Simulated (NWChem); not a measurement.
Molecule: C6H4; SMILES C#C/C=C/C#C

All runs: NWChem. Medium grid unless said otherwise, to which SCAN and Minnesota functionals are sensitive. All runs use the structure optimised with PBE-D3(BJ)/def2-SVP.

For level M05-2X/def2-SVP:

| Quantity | Value |
|---|---|
| highest occupied level (eV) | -7.87 |
| orbital gap (eV) | 6.93 |

### Question
What are these values for level B3LYP/def2-SVP?

### Answer
The highest occupied level (eV) is -6.48 and the orbital gap (eV) comes out as 4.53.
